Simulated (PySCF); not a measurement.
Work out the structure from these simulated measurements.

Formula: C4H10OP2Si2.

- Rotational structure: rotational constants A, B, C: 0.929, 0.417, 0.339 GHz [GFN2-xTB]
- 1H NMR: chemical shifts (computed TMS as zero) by class: 4.83 (1 H), 4.50 (1 H), 3.91 (1 H), 2.37 (3 H), 1.28 (2 H), 1.27 (2 H) ppm [GIAO PBE0/pcSseg-1]
- NMR, other nuclei: isotropic shieldings of nuclei other than C and H, by class: -377 (1 O), 421 (1 Si), 433 (1 Si), 616 (1 P), 637 (1 P) ppm [GIAO PBE0/pcSseg-1]
- Dipole: 2.05 D [PBE0/pcSseg-1]
- 13C NMR: chemical shifts (computed TMS as zero) by class: 187.7 (1 C), 113.5 (1 C), 96.9 (1 C), 36.4 (1 C) ppm [GIAO PBE0/pcSseg-1]

The electronic properties come from PySCF, for the isolated species, density fitting. Levels stand in brackets. The structure is a single GFN2-xTB conformer in the gas phase; no vibrational or solvent corrections. Each NMR value is the plain mean over a class of atoms that symmetry, rotation or inversion makes alike.

Q: Propose a structure and show how it fits.

A: Numbering: `[CH3:1][C:2](=[O:3])[C:4]#[C:5][Si@H:6]([PH2:7])[SiH2:8][PH2:9]`. 4 carbons fall into 4 classes; from least to most shielded: ketone carbonyl carbon [C2] (187.7 ppm), alkyne carbon [C4] (113.5 ppm), alkyne carbon [C5] (96.9 ppm), methyl carbon next to a carbonyl [C1] (36.4 ppm). Hydrogen classes from least to most shielded: 1 H on an SiH silicon, Si6 (4.83 ppm), 1 H on an SiH2 silicon, Si8 (4.50 ppm), 1 H on an SiH2 silicon, Si8 (3.91 ppm), 3 H on a methyl carbon next to a carbonyl, C1 (2.37 ppm), 2 H on a three-coordinate phosphorus, P7 (1.28 ppm, a mean of values up to 0.6 ppm apart in this geometry), 2 H on a three-coordinate phosphorus, P9 (1.27 ppm). The other shieldings belong to: -377 ppm, ketone oxygen [O3]; 421 ppm, SiH silicon [Si6]; 433 ppm, SiH2 silicon [Si8]; 616 ppm, three-coordinate phosphorus [P7]; 637 ppm, three-coordinate phosphorus [P9]. The optimised geometry has point group C1 and is an asymmetric top. Structure: `CC(=O)C#C[Si@H](P)[SiH2]P`. The assignments are read from this structure; whether some other isomer fits the data as well wasn't checked. The mirror image fits equally.

Shape of the structure used: `[CH3:1][C:2](=[O:3])[C:4]#[C:5][Si@H:6]([PH2:7])[SiH2:8][PH2:9]`: C5–Si6–Si8–P9 66°, H–P7–Si6–C5 -82°, H–P7–Si6–C5 -174°, H–P9–Si8–Si6 -62°, H–P9–Si8–Si6 -155°.
